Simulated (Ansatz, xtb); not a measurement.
**Two isomers of C5H6O2**

Structure I: `CC(=O)CC=C=O`, a singlet. Structure II: `O=C(O)[C@@H]1C=CC1`, a singlet. Both are isolated molecules in the gas phase, relaxed with r2SCAN-D4/def2-SVP; the shapes shown needn't be the lowest conformers.

I (Å):

```xyz
13

C    -1.2156   -4.0266   -0.9934
C    -0.9400   -2.5693   -1.2818
C    -1.5172   -1.5771   -0.2793
C    -1.0321   -0.1832   -0.5575
C    -1.1895    0.8474    0.2470
O    -0.2982   -2.2112   -2.2441
O    -1.3228    1.7665    0.9581
H    -0.4993   -4.3736   -0.2290
H    -1.0673   -4.6226   -1.9031
H    -2.2256   -4.1844   -0.5858
H    -1.2737   -1.9322    0.7395
H    -2.6200   -1.6728   -0.3601
H    -0.5034   -0.0172   -1.5055
```

II (Å):

```
atom    x (Å)    y (Å)    z (Å)
   C  -0.1271   0.2273   0.1791
   C  -1.4648  -0.4653   0.2458
   C  -1.3894  -1.9854   0.3627
   C  -2.0136  -2.1911  -0.8109
   C  -2.1796  -0.7170  -1.1156
   O   0.4328   0.6128  -0.8188
   O   0.4165   0.3393   1.4107
   H   1.2875   0.7554   1.2846
   H  -2.0819   0.0179   1.0249
   H  -0.9684  -2.6307   1.1396
   H  -2.3138  -3.0937  -1.3529
   H  -1.6200  -0.3339  -1.9834
   H  -3.2188  -0.3481  -1.1587
```

Q: Which of the two would you expect CCSD(T)/def2-SVP + ΔMP2/def2-TZVPP electronic energies to favour?

A: Too close to call at this level: CCSD(T)/def2-SVP + ΔMP2/def2-TZVPP gives E(II) − E(I) = −0.37 kcal/mol.

How the difference moves with the method:

```json
{"level": "GFN2-xTB", "geometry": "GFN2-xTB", "E(II) − E(I) (kcal/mol)": "−3.35", "departure from the last row (kcal/mol)": "−2.98", "job, with rough time for the two": "optimisation, 0.43 s"}
{"level": "HF/STO-3G", "geometry": "GFN2-xTB", "E(II) − E(I) (kcal/mol)": "−3.46", "departure from the last row (kcal/mol)": "−3.09", "job, with rough time for the two": "single point, 0.9 s"}
{"level": "r2SCAN-D4/def2-SVP//GFN2-xTB", "geometry": "GFN2-xTB", "E(II) − E(I) (kcal/mol)": "+2.41", "departure from the last row (kcal/mol)": "+2.78", "job, with rough time for the two": "single point, 5.2 s"}
{"level": "r2SCAN-D4/def2-SVP", "geometry": "r2SCAN-D4/def2-SVP", "E(II) − E(I) (kcal/mol)": "+2.98", "departure from the last row (kcal/mol)": "+3.35", "job, with rough time for the two": "optimisation, 93 s"}
{"level": "HF/def2-SVP", "geometry": "r2SCAN-D4/def2-SVP", "E(II) − E(I) (kcal/mol)": "+2.51", "departure from the last row (kcal/mol)": "+2.88", "job, with rough time for the two": "part of the CCSD(T) run"}
{"level": "MP2/def2-SVP", "geometry": "r2SCAN-D4/def2-SVP", "E(II) − E(I) (kcal/mol)": "+1.27", "departure from the last row (kcal/mol)": "+1.63", "job, with rough time for the two": "part of the CCSD(T) run"}
{"level": "CCSD(T)/def2-SVP", "geometry": "r2SCAN-D4/def2-SVP", "E(II) − E(I) (kcal/mol)": "+1.40", "departure from the last row (kcal/mol)": "+1.77", "job, with rough time for the two": "single point"}
{"level": "CCSD(T)/def2-SVP + ΔMP2/def2-TZVPP", "geometry": "r2SCAN-D4/def2-SVP", "E(II) − E(I) (kcal/mol)": "−0.37", "departure from the last row (kcal/mol)": "", "job, with rough time for the two": "single point, 71 s"}
```

As drawn, II has 1 C–O, 1 C–C, 1 O–H in place of 1 C=O, 1 C–H. Structure I has no ring, II a 4-membered ring.

The largest departure from CCSD(T)/def2-SVP + ΔMP2/def2-TZVPP is that of r2SCAN-D4/def2-SVP, 3.35 kcal/mol. The last row adds to CCSD(T) the change of the MP2 difference between the two basis sets, here −1.77 kcal/mol.

With thermal terms from frequencies at re-optimised GFN2-xTB minima (ideal gas, soft modes damped towards free rotors, one conformer each, 298.15 K, 1 atm): on the last row, ΔE + ΔZPE = +1.36, ΔH = +0.33, ΔG = +2.86 kcal/mol.

The correlated steps freeze 7 core orbitals. Mirror images aren't counted in ΔG. Programs: Ansatz 0.2.0, xtb 6.7.1; the last row on 2 threads of Intel(R) Xeon(R) Processor @ 2.70GHz on a shared host.
